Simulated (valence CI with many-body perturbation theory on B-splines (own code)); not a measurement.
# Dy XXXV: electric-dipole lines

Method: relativistic CI+MBPT: four valence electrons over a frozen Dirac-Fock core [Ar] 3d10, a basis of 11 s, 11 p, 9 d, 7 f, 5 g, 2 h, 1 i functions for each j, with the one-electron correlation potential Σ1 (screened to all orders), the two-electron term Σ2, the three-electron term Σ3, Breit, model QED; selected single and double excitations, second order for the rest (own B-spline code, finite nucleus).

No measured spectrum was set against this ion. As an estimate, large intervals hold to a few tenths of a per cent, small ones and those within an open d or f shell to about a per cent.

Lines 101 to 150 of 238 in falling wavelength, among levels below 2792300 cm⁻¹, chosen from the strongest by gf and those to the six lowest levels. Wavelengths and rates use the calculated energies. Electric multipoles are in the length gauge, E1 and E2 with the static RPA response of the core. Weak lines are less certain than strong ones. Lines between different terms over intervals too small for the method are left out, as are lines whose strength nearly cancels. Where a level lies close to another of its J and parity, the split of strength between their lines is uncertain. The highest levels of a list are the least certain.

Levels are named by their leading jj configuration (3d3/2^4 stands for four electrons in 3d with j = 3/2), which in mixed levels can hold well under half, so a name can repeat and another be missing. Letters in brackets count levels of one name in rising energy.

```tsv
λ vac (nm)	Upper	Lower	A (s⁻¹)	S (a.u.)
9.029	(4s 4p1/2 4p3/2 4d5/2) J=1 [b]	(4s 4p1/2 4p3/2^2) J=2 [b]	2.73e+10	2.97e-02
9.014	(4s 4p3/2^3) J=1	(4s^2 4p3/2^2) J=0	1.79e+09	1.94e-03
9.009	(4s 4p1/2 4p3/2 4d5/2) J=1 [b]	(4s 4p1/2 4p3/2^2) J=1 [b]	2.06e+10	2.23e-02
9.008	(4s 4p1/2 4p3/2 4d3/2) J=2 [b]	(4s 4p1/2 4p3/2^2) J=2 [a]	1.09e+10	1.97e-02
8.958	(4s 4p1/2 4p3/2^2) J=1 [b]	(4s^2 4p1/2 4p3/2) J=2	1.26e+11	1.34e-01
8.940	(4s 4p1/2 4p3/2 4d5/2) J=2 [c]	(4s^2 4p1/2 4d5/2) J=3	1.51e+10	2.66e-02
8.938	(4s 4p1/2 4p3/2^2) J=2 [b]	(4s^2 4p1/2 4p3/2) J=2	1.38e+11	2.44e-01
8.927	(4p1/2^2 4p3/2^2) J=2	(4s 4p1/2^2 4p3/2) J=2	1.04e+11	1.82e-01
8.917	(4s 4p1/2 4p3/2 4d5/2) J=2 [d]	(4s 4p1/2 4p3/2^2) J=1 [c]	3.67e+10	6.42e-02
8.873	(4s 4p1/2 4p3/2 4d5/2) J=2 [d]	(4s^2 4p1/2 4d5/2) J=3	2.41e+11	4.16e-01
8.870	(4s 4p1/2 4p3/2 4d3/2) J=3 [b]	(4s 4p1/2 4p3/2^2) J=2 [a]	3.85e+10	9.29e-02
8.870	(4s 4p1/2 4p3/2 4d5/2) J=2 [e]	(4s^2 4p1/2 4d5/2) J=2	1.21e+11	2.08e-01
8.862	(4s 4p1/2 4p3/2 4d5/2) J=3 [d]	(4s 4p1/2 4p3/2^2) J=2 [b]	8.48e+10	2.04e-01
8.838	(4s 4p1/2 4p3/2 4d5/2) J=1 [a]	(4s 4p1/2 4p3/2^2) J=2 [a]	7.34e+10	7.51e-02
8.832	(4s 4p1/2 4p3/2 4d3/2) J=1 [c]	(4s^2 4p1/2 4d3/2) J=2	2.71e+11	2.76e-01
8.827	(4s 4p1/2 4p3/2 4d5/2) J=3 [a]	(4s 4p1/2 4p3/2^2) J=3	8.56e+10	2.03e-01
8.825	(4s 4p1/2 4p3/2 4d5/2) J=2 [a]	(4s 4p1/2 4p3/2^2) J=2 [a]	6.46e+10	1.10e-01
8.820	(4s 4p1/2 4p3/2 4d5/2) J=2 [b]	(4s 4p1/2 4p3/2^2) J=3	1.40e+11	2.36e-01
8.804	(4s 4p1/2 4p3/2 4d3/2) J=0 [b]	(4s 4p1/2 4p3/2^2) J=1 [a]	1.83e+11	6.15e-02
8.745	(4s 4p1/2^2 4d5/2) J=3	(4s 4p1/2^2 4p3/2) J=2	1.16e+11	2.69e-01
8.733	(4s 4p1/2 4p3/2^2) J=1 [b]	(4s^2 4p1/2 4p3/2) J=1	2.22e+10	2.19e-02
8.714	(4s 4p1/2 4p3/2^2) J=2 [b]	(4s^2 4p1/2 4p3/2) J=1	8.31e+10	1.36e-01
8.712	(4s 4p1/2^2 4d5/2) J=2	(4s 4p1/2^2 4p3/2) J=1	2.34e+11	3.83e-01
8.698	(4s 4p1/2 4p3/2 4d5/2) J=1 [c]	(4s 4p1/2 4p3/2^2) J=2 [b]	5.76e+10	5.62e-02
8.685	(4s 4p1/2 4p3/2 4d5/2) J=2 [c]	(4s 4p1/2 4p3/2^2) J=2 [b]	2.87e+10	4.64e-02
8.683	(4s^2 4p1/2 4d5/2) J=3	(4s^2 4p1/2 4p3/2) J=2	1.81e+11	4.08e-01
8.679	(4s 4p1/2 4p3/2 4d5/2) J=1 [c]	(4s 4p1/2 4p3/2^2) J=1 [b]	1.41e+11	1.36e-01
8.666	(4s 4p1/2 4p3/2 4d5/2) J=2 [c]	(4s 4p1/2 4p3/2^2) J=1 [b]	6.34e+10	1.02e-01
8.659	(4s 4p1/2 4p3/2 4d3/2) J=1 [b]	(4s 4p1/2 4p3/2^2) J=2 [a]	3.86e+10	3.71e-02
8.643	(4s 4p1/2 4p3/2 4d5/2) J=1 [d]	(4s 4p1/2 4p3/2^2) J=1 [c]	3.31e+11	3.17e-01
8.641	(4s 4p1/2 4p3/2^2) J=1 [c]	(4s^2 4p1/2 4p3/2) J=2	1.63e+11	1.56e-01
8.621	(4s 4p1/2 4p3/2 4d5/2) J=2 [d]	(4s 4p1/2 4p3/2^2) J=2 [b]	1.25e+11	1.98e-01
8.615	(4s 4p1/2 4p3/2 4d5/2) J=0	(4s 4p1/2 4p3/2^2) J=1 [b]	3.32e+11	1.05e-01
8.603	(4s 4p1/2 4p3/2 4d5/2) J=2 [d]	(4s 4p1/2 4p3/2^2) J=1 [b]	2.69e+10	4.23e-02
8.585	(4s^2 4p1/2 4f5/2) J=3	(4s^2 4p1/2 4d5/2) J=3	3.56e+10	7.77e-02
8.576	(4s 4p1/2 4p3/2 4d5/2) J=1 [b]	(4s 4p1/2 4p3/2^2) J=0	1.80e+11	1.68e-01
8.542	(4s^2 4p1/2 4d5/2) J=2	(4s^2 4p1/2 4p3/2) J=2	2.05e+11	3.15e-01
8.525	(4s 4p3/2^3) J=1	(4s^2 4p3/2^2) J=2	3.96e+11	3.63e-01
8.508	(4s 4p1/2 4p3/2 4d5/2) J=4 [b]	(4s 4p1/2 4p3/2^2) J=3	1.80e+11	4.93e-01
8.487	(4s 4p1/2 4p3/2 4d5/2) J=3 [b]	(4s 4p1/2 4p3/2^2) J=3	8.57e+10	1.81e-01
8.479	(4s 4p1/2 4p3/2 4d5/2) J=2 [e]	(4s 4p1/2 4p3/2^2) J=2 [b]	1.66e+11	2.49e-01
8.462	(4s 4p1/2 4p3/2 4d5/2) J=2 [e]	(4s 4p1/2 4p3/2^2) J=1 [b]	1.22e+11	1.83e-01
8.461	(4s^2 4p1/2 4f7/2) J=4	(4s^2 4p1/2 4d5/2) J=3	2.79e+11	7.50e-01
8.431	(4s 4p1/2 4p3/2^2) J=1 [c]	(4s^2 4p1/2 4p3/2) J=1	2.21e+11	1.96e-01
8.408	(4s^2 4p1/2 4f5/2) J=2	(4s^2 4p1/2 4d5/2) J=2	1.45e+11	2.12e-01
8.403	(4s 4p1/2 4p3/2 4d5/2) J=3 [a]	(4s 4p1/2 4p3/2^2) J=2 [a]	4.71e+10	9.66e-02
8.401	(4s^2 4p1/2 4f7/2) J=3	(4s^2 4p1/2 4d5/2) J=2	4.07e+11	8.33e-01
8.396	(4s 4p1/2 4p3/2 4d5/2) J=2 [b]	(4s 4p1/2 4p3/2^2) J=2 [a]	1.14e+11	1.66e-01
8.379	(4s 4p1/2 4p3/2 4d3/2) J=1 [d]	(4s^2 4p1/2 4d3/2) J=2	6.03e+10	5.26e-02
8.376	(4s^2 4p3/2 4d5/2) J=2	(4s^2 4p3/2^2) J=2	4.76e+11	6.90e-01
```
